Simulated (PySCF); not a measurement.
In(H)(OH)2(SH2), H5InO2S, singlet (B3LYP/def2-SVP optimised geometry):

```
9

In    -1.062    -0.783     0.000
H     -1.841    -1.691     1.235
O     -0.772    -1.328    -1.934
H     -1.148    -2.190    -2.156
O     -0.703     1.220     0.000
H     -1.095     1.691     0.747
S      1.841    -0.783     0.000
H      1.459    -1.039    -1.281
H      1.414     0.511    -0.071
```

Level of theory: B3LYP/def2-TZVP, def2 effective core potentials past Kr run with PySCF.

Q: What are the frontier orbital energies and the dipole moment?

A: HOMO-2 -8.10 eV, HOMO-1 -7.72 eV, HOMO -7.57 eV, LUMO -1.05 eV, LUMO+1 -0.67 eV; dipole moment 2.47 D.

On the same geometry PySCF with PBE/def2-TZVP, def2 effective core potentials past Kr gives HOMO-2 -6.92 eV, HOMO-1 -6.35 eV, HOMO -6.32 eV, LUMO -1.61 eV, LUMO+1 -1.11 eV; dipole moment 2.20 D.
